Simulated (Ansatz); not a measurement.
Ansatz (a first-principles code) input (HF/def2-TZVP):

Ansatz 0.2 input:
```yaml
crystal:
  periodic: [false, false, false]
  atoms:
    - {symbol: W, position_ang: [0.00000000, 0.00000000, 0.00000000]}
    - {symbol: F, position_ang: [0.00000000, 0.00000000, 1.83133360]}
    - {symbol: F, position_ang: [-0.00000000, -0.00000000, -1.83133360]}
basis:
  gaussian:
    orbitals: def2-TZVP
hamiltonian:
  xc: {name: HF}
magnetization: {spin_polarized: true, initial_magnetization: 2}
relax: {f_tol: 0.003, max_steps: 100}
```

Output:

```
Functional definition: HF
integrals: 0.03 GiB planned
903 factors; their error is unknown
mean field: 0.23 GiB planned
mean field evaluation 1: about -7218.1040 eV, gradient 3.0e1 eV
mean field evaluation 2: about -7219.9785 eV, gradient 2.6e1 eV
mean field evaluation 4: about -7222.0403 eV, gradient 1.3e0 eV
mean field evaluation 8: about -7222.0709 eV, gradient 5.6e-2 eV
mean field evaluation 16: about -7222.2209 eV, gradient 2.6e-5 eV
mean field evaluation 32: about -7222.1598 eV, gradient 3.4e-1 eV
mean field evaluation 64: about -7221.1852 eV, gradient 3.1e0 eV
mean field evaluation 96: about -7221.9717 eV, gradient 2.9e-1 eV
mean field evaluation 128: about -7222.2014 eV, gradient 2.0e-1 eV
mean field evaluation 160: about -7221.1273 eV, gradient 2.8e0 eV
mean field evaluation 192: about -7222.0893 eV, gradient 6.8e-1 eV
mean field evaluation 224: about -7221.0267 eV, gradient 6.8e-2 eV
mean field evaluation 256: about -7220.7867 eV, gradient 8.5e-1 eV
mean field evaluation 288: about -7221.9116 eV, gradient 6.1e0 eV
mean field -7222.22089072 eV, -265.4117223369 hartree, gradient 2.5e-5 eV, S^2 2.031761; 7 other end points of the search recorded, 0 dependent functions left out
the calculation of the forces begins
reference -7222.22089072 eV, -265.4117223369 hartree; 17, 15 occupied and 85, 87 virtual orbitals, 903 factors
relax step   1: F+E_penalty+E_count = -7222.22089072 eV  Δ(F+E_penalty+E_count) = +0.000e0 eV  max|allowed force component| = 8.254e-3 eV/Å  Δτ_max = 0.0000 Å  (555 SCF iters, accepted)
these checks for a lower state are left out or cut short: starts, cluster_reference, orbital_swaps, neighbouring_geometries, increment
integrals: 0.03 GiB planned
903 factors; their error is unknown
mean field: 0.23 GiB planned
mean field evaluation 320: about -7222.2209 eV, gradient 2.8e-5 eV
mean field -7222.22089253 eV, -265.4117224032 hartree, gradient 2.8e-5 eV, S^2 2.031761; 0 other end points of the search recorded, 0 dependent functions left out
the calculation of the forces begins
reference -7222.22089253 eV, -265.4117224032 hartree; 17, 15 occupied and 85, 87 virtual orbitals, 903 factors
relax step   2: F+E_penalty+E_count = -7222.22089253 eV  Δ(F+E_penalty+E_count) = -1.805e-6 eV  max|allowed force component| = 2.743e-4 eV/Å  Δτ_max = 0.0002 Å  (70 SCF iters, accepted)
integrals: 0.03 GiB planned
903 factors; their error is unknown
mean field: 0.23 GiB planned
mean field evaluation 352: about -7207.5953 eV, gradient 4.0e0 eV
mean field evaluation 384: about -7221.9962 eV, gradient 1.1e0 eV
mean field evaluation 416: about -7221.6175 eV, gradient 4.1e0 eV
mean field evaluation 448: about -7221.0123 eV, gradient 6.6e-2 eV
mean field evaluation 480: about -7220.6093 eV, gradient 8.2e-1 eV
mean field evaluation 512: about -7222.0701 eV, gradient 2.0e-1 eV
mean field -7222.22089253 eV, -265.4117224032 hartree, gradient 2.8e-5 eV, S^2 2.031761; 3 other end points of the search recorded, 0 dependent functions left out
the calculation of the forces begins
reference -7222.22089253 eV, -265.4117224032 hartree; 17, 15 occupied and 85, 87 virtual orbitals, 903 factors
Total energy: -7222.22089253 eV, -265.4117224032 hartree
Atom 0 at    -0.000000    -0.000000    -0.000000 Å, force    -0.000000    -0.000000    -0.000000 eV/Å
Atom 1 at     0.000000     0.000000     1.831122 Å, force     0.000000     0.000000    -0.000274 eV/Å
Atom 2 at     0.000000     0.000000    -1.831122 Å, force     0.000000     0.000000     0.000274 eV/Å
Dipole moment:     0.000000     0.000000     0.000000 e Å
```

The spin state was set by rule; other spins were not relaxed.
